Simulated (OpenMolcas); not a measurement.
# Pd3+: effect of the metal basis and ligand basis

Pd3+ with 6 ligands (fluoride) in octahedral coordination (Oh) at 2.07 Å. A charge of +0.5 e stands 2.6 Å behind each ligand.

```
Program             : OpenMolcas 26.06
Method              : CASSCF
Spin-orbit coupling : state interaction with AMFI integrals over the reference wave functions
```

Fixed: active space 7 electrons in 5 orbitals (4d), DKH2 Hamiltonian.

States (labels of O, the rotations of Oh). Energies in cm-1 above the lowest state or level, χT in cm3 K/mol; under a threefold ground state the first gap can be a small split of the lowest multiplet, not the spin-orbit step; 10Dq and B are least-squares fits to the states below 45000 cm-1, weighted by degeneracy, with a free offset, and given where the rms deviation is under 5 % of |10Dq| (or 100 cm-1) and under 700 cm-1.

```csv
Run,Metal basis,Ligand basis,Ground state,First state of that spin,10Dq,B (rms of fit),First gap with spin-orbit (degeneracies),χT at 300 K,First state of another spin,Cost
A,ANO-RCC-VDZP,ANO-RCC-VDZP,4T1,4T2 14195,16132,823 (322),"127.2 (2, 4)",2.196,2E 394.9,roughly 19 core-seconds
B,ANO-RCC-VTZP,ANO-RCC-VTZP,4T1,4T2 13696,15683,845 (333),"396.7 (2, 4)",2.743,2E 1114,roughly 90 core-seconds
```

Against A, |10Dq| changes by -2.8 % in B.

Costs are those of the RASSCF and RASSI steps.

An orbital triplet at a regular site is open to Jahn-Teller coupling, which can distort the site and quench the lowest spin-orbit gaps and is left out. Without dynamic correlation the repulsion within the d shell is too large (B by tens of per cent), so at a given field states of lower spin stand too high. This shell can be high or low spin here, a state of another spin lies low, and with metal d orbitals alone active their balance is uncertain, so the ground spin may be wrong. With metal d orbitals alone the field can be off either way by tens of per cent. Ligand-to-metal charge-transfer states are missing. With no ligand orbital active B as a rule stays too high, so bands that hang on it stand too high and its fall with covalency is understated. The least metal-like active orbital is 82 % on the metal (Löwdin) and no ligand orbital is active, so the numbers are rough (holds for A). The least metal-like active orbital is 80 % on the metal (Löwdin) and no ligand orbital is active, so the numbers are rough (holds for B). No measured value stands beside these numbers; the geometry is a model, was not optimised and need not be the one that this ion takes.
